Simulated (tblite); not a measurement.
All values are computed: GFN2-xTB (tblite) harmonic vibrations without scaling, gas phase. The method is semi-empirical: single wavenumbers can be off by several per cent or more. Modes of hydrogen on germanium, phosphorus and silicon can be 10 to 20 % off. One conformer each. Thermal functions are those of the rigid rotor and harmonic oscillator, without mixing of conformers.

**Question.** Order these by their ideal-gas entropy at 298.15 K and 1 bar, highest first (cal/(mol K)).
A. `c1ccc(P2C[C@H]3CC[C@@H]2C3)cc1`
B. `O=[PH]1C=CC=C1`
C. `c1(cocp1)C`
D. `O=COC1=CC=CC1`
E. `C[SiH2]C(C)(C)Cl`
F. `[SiH3][C@H](Cl)[GeH3]`

**Answer.** A (104.8), E (94.5), F (88.4), D (83.9), C (78.0), B (75.4).

| SMILES | atoms | mass (u) | symmetry number | modes under 300 cm⁻¹ | ZPE (kcal/mol) | S translation (cal/(mol K)) | S rotation | S vibration | S | Cp |
| --- | --- | --- | --- | --- | --- | --- | --- | --- | --- | --- |
| c1ccc(P2C[C@H]3CC[C@@H]2C3)cc1 | 28 | 190.09 | 1 | 7 | 147.6 | 41.7 | 31.2 | 32.0 | 104.8 | 47.8 |
| C[SiH2]C(C)(C)Cl | 17 | 122.03 | 1 | 7 | 85.3 | 40.3 | 28.3 | 25.9 | 94.5 | 36.4 |
| [SiH3][C@H](Cl)[GeH3] | 11 | 155.92 | 1 | 5 | 39.6 | 41.1 | 28.4 | 18.9 | 88.4 | 29.5 |
| O=COC1=CC=CC1 | 14 | 110.04 | 1 | 3 | 65.2 | 40.0 | 27.8 | 16.0 | 83.9 | 27.9 |
| Cc1cocp1 | 11 | 100.01 | 1 | 3 | 50.3 | 39.7 | 26.7 | 11.5 | 78.0 | 22.8 |
| O=[PH]1C=CC=C1 | 11 | 100.01 | 1 | 2 | 48.4 | 39.7 | 26.5 | 9.1 | 75.4 | 23.1 |

Entropies and Cp are for 298.15 K and 1 bar.
